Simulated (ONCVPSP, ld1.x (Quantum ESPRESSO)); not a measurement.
**Potentials for C compared**

Generated with ld1.x 7.5 (TM, RRKJ, ultrasoft, PAW), atompaw 4.2 or ONCVPSP 4.0.1. The cutoff is in Ry: for ld1.x and atompaw files where the sum of valence levels is converged to 10 mRy in a Bessel basis, for ONCV files where the hardest occupied wave has 1 mHa per electron of residual kinetic energy. The error is the largest all-electron minus pseudo excitation energy over each file’s own four to seven test configurations (ionisations up to +4, promotions, holes and added fractions of an electron), all of which were solved. The labels leave out finer settings (local radius, basis sizes, second energies), which also bear on the numbers. Spin-polarised tests are not counted. The rows are a selection from randomly drawn settings: files with unsolved tests, undetermined cutoffs or missed reference levels are left out.

```csv
potential,cutoff (Ry),largest error (meV),bound ghosts
"ONCV, LDA (Perdew-Wang 92), fully relativistic, rc 1.00/2.35 (sp), local smoothed, core correction no, reference 2s2 2p2, qcut 7.1/4.7, projectors 2/3",39,+1709,none
"ONCV, PW91, scalar-relativistic, rc 1.00/2.90/2.65 (spd), local s, core correction yes, reference 2s2 2p2, qcut 5.9/5.2/3.8, projectors 0/1/2",41,+1995,none
"TM semilocal, LDA (PZ), scalar-relativistic, rc 1.15/1.65/1.30 (spd), local d, core correction yes, reference 2s1.5 2p2.5",40,+478,none
"ONCV, PBE, non-relativistic, rc 1.05/0.80 (sp), local smoothed, core correction yes, reference 2s2, qcut 7.1/11.3, projectors 2/2",43,+41,none
"ONCV, PBEsol, scalar-relativistic, rc 1.00/3.00/2.35 (spd), local smoothed, core correction yes, reference 2s1 2p3, qcut 7.2/4.5/4.6, projectors 1/2/1",40,+1970,none
```

Fill in the row for C: TM, PBE, scalar-relativistic, rc 1.30/1.55 (sp), local s, core correction yes, reference 2s2 2p2.

cutoff 40 Ry, largest error +240 meV, bound ghosts: none.

Fill in the row for C: TM, PBE, scalar-relativistic, rc 1.05/1.65 (sp), local p, core correction yes, reference 2s2 2p1.5.

cutoff 40 Ry, largest error +242 meV, bound ghosts: none.

Fill in the row for C: ONCV, PBEsol, scalar-relativistic, rc 0.85/0.85 (sp), local smoothed, core correction no, reference 2s2, qcut 7/9.8, projectors 2/2.

cutoff 44 Ry, largest error +101 meV, bound ghosts: none.
